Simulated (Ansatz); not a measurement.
CuI2, that is [CuI2]- with one electron fewer. The state is a doublet with charge 0. Geometry r2SCAN-D4/def2-TZVPD.

Cartesian coordinates in Å:
```
Cu 0.000 0.000 0.000
I 0.271 -0.912 2.185
I -0.272 0.912 -2.185
```

In the def2 sets I takes a core potential; there is no spin–orbit coupling. At PBE-D4/def2-TZVPD the gap within one spin of the relaxed charge 0 doublet nearly closes, so an electron or hole may be smeared out by delocalisation error.

Question: Estimate the α-spin orbital energies around the gap (eV) in Ansatz with PBE-D4/def2-TZVPD, PBE0-D4/def2-TZVPD.

Answer: 
```tsv
orbital	PBE-D4/def2-TZVPD	PBE0-D4/def2-TZVPD
HOMO−5	-7.67	-8.96
HOMO−4	-7.52	-8.89
HOMO−3	-7.26	-8.69
HOMO−2	-7.12	-8.26
HOMO−1	-6.93	-8.25
HOMO	-6.45	-7.76
LUMO	-1.68	-0.88
LUMO+1	-0.83	-0.15
LUMO+2	-0.67	-0.01
LUMO+3	-0.13	0.27
LUMO+4	0.45	0.75
LUMO+5	0.50	0.80
β HOMO	-6.31	-7.60
β LUMO	-6.32	-5.84
```
